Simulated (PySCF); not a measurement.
# C₆ coefficients of unlike pairs at UHF

Calculated with PySCF 2.14 from the dipole response of each species, C₆(A,B) = (3/π) ∫ α_A(iu) α_B(iu) du, in atomic units, from isotropic polarisabilities. For ions this is the dispersion term alone; charge-induced terms of lower order in 1/R come first.

```json
{"species": "Te³⁺", "configuration": "[Kr] 4d10 5s2 5p1 (2P)", "basis": "aug-cc-pVQZ-DK3 (9s8p6d3f2g)", "relativity": "spin-free X2C", "α (bohr³)": "11.37", "C₆ (like pair)": "58.82"}
{"species": "Te²⁺", "configuration": "[Kr] 4d10 5s2 5p2 (3P)", "basis": "def2-TZVPPD with the def2 core potential (28 electrons) (7s6p4d2f)", "relativity": "core potential", "α (bohr³)": "15.53", "C₆ (like pair)": "104.8"}
{"species": "Be⁺", "configuration": "[He] 2s1 (2S)", "basis": "x2c-QZVPPall with one added diffuse shell each of s, p type (8s5p2d1f)", "relativity": "spin-free X2C", "α (bohr³)": "24.90", "C₆ (like pair)": "70.99"}
{"species": "Sb", "configuration": "[Kr] 4d10 5s2 5p3 (4S)", "basis": "aug-cc-pVQZ-DK3 (9s8p6d3f2g)", "relativity": "spin-free X2C", "α (bohr³)": "44.28", "C₆ (like pair)": "486.5"}
```

Problem. Estimate C₆ for Sb with Te²⁺.

Solution. The integral gives 218.4. The combination rule 2 C_A C_B / (C_A α_B/α_A + C_B α_A/α_B) gives 217.2 and the geometric mean 225.7.

No spin-orbit coupling is included.

The other pairs:

```json
{"pair": "Sb, Te³⁺", "C₆": "162.8"}
{"pair": "Be⁺, Te²⁺", "C₆": "70.86"}
{"pair": "Be⁺, Te³⁺", "C₆": "52.44"}
{"pair": "Sb, Be⁺", "C₆": "172.9"}
{"pair": "Te²⁺, Te³⁺", "C₆": "78.46"}
```
